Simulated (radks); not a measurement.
Valence configurations of Nd II (all share [Xe]). All-electron calculation, scalar-relativistic Kohn-Sham, r2SCAN, spin-unpolarised, spherical densities, finite nucleus; meta-GGA in the generalised Kohn-Sham scheme; Fermi nuclear charge, rms radius 4.9123 fm. Program: a radial shooting solver on a logarithmic mesh with Libxc functionals. Energies are relative to 4f4 6s1; eigenvalues in eV.

valence,E (eV),e(4f),e(5d),e(6p),e(6s)
4f4 6s1,0.000,-7.281,-,-,-8.061
4f4 6p1,2.840,-8.399,-,-5.693,-
4f3 5d1 6s1,2.161,-12.646,-8.415,-,-8.624
4f2 5d1 6s1 6p1,13.584,-22.705,-12.243,-6.955,-10.700
4f4 5d1,0.997,-5.448,-5.828,-,-
4f3.5 5d0.5 6s1,0.575,-9.814,-7.738,-,-8.358
4f3.5 6s1.5,0.298,-10.908,-,-,-8.910
4f3 6s2,2.126,-15.012,-,-,-9.711
4f3 5d1 6p1,5.284,-13.773,-9.266,-5.973,-
4f5,2.621,-2.616,-,-,-

NIST lists [Xe] 4f4 6s1 as the ground configuration; this level of theory agrees among the configurations tried. The energies are those of spherical spin-averaged densities, not of single terms.
